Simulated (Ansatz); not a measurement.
`ClB1CC1Cl` → `ClC1(Cl)BC1`  (isomerisation)

Isolated molecules relaxed with PBE0-D4/def2-TZVP in Ansatz; ΔE leaves out vibrations. CCSD(T)/CBS adds triple-zeta CCSD(T) − MP2 to the extrapolated MP2 energy (def2 sets, frozen cores). Functionals use def2-TZVPP. B3LYP here is the variant with VWN-RPA as its local correlation; programs differ in this. HSE06 is defined as in plane-wave codes.

Q: Is it downhill or uphill in electronic energy at CCSD(T)/CBS, and by how much? (Estimate.)

A: Computed: Uphill: ΔE = +155.1 kJ/mol.

Q: What do these levels give: BLYP-D4, B3LYP-D4, HSE06-D4, r2SCAN, PBE0, r2SCANh, BHLYP, LC-ωPBE, CCSD(T)/def2-TZVPP, HF/def2-QZVPP, MP2/def2-QZVPP, MP2/CBS(def2)? (Estimate.)

A: Ansatz gave: BLYP-D4 151.8, B3LYP-D4 155.7, HSE06-D4 158.3, r2SCAN 158.6, PBE0 159.4, r2SCANh 159.6, BHLYP 160.6, LC-ωPBE 159.4, CCSD(T)/def2-TZVPP 159.4, HF/def2-QZVPP 160.0, MP2/def2-QZVPP 157.5, MP2/CBS(def2) 155.9 kJ/mol.

Largest T1 diagnostic among the species: 0.011.

From BLYP to BHLYP (50 % exact exchange), in def2-TZVPP and without D4, ΔE moves by +4.7 kJ/mol. Leaving LDA and LC-ωPBE aside and taking each functional with its dispersion term where it has one, the values, not all of them listed here, spread over 11.6 kJ/mol, from revPBE-D4 to B97M-V.
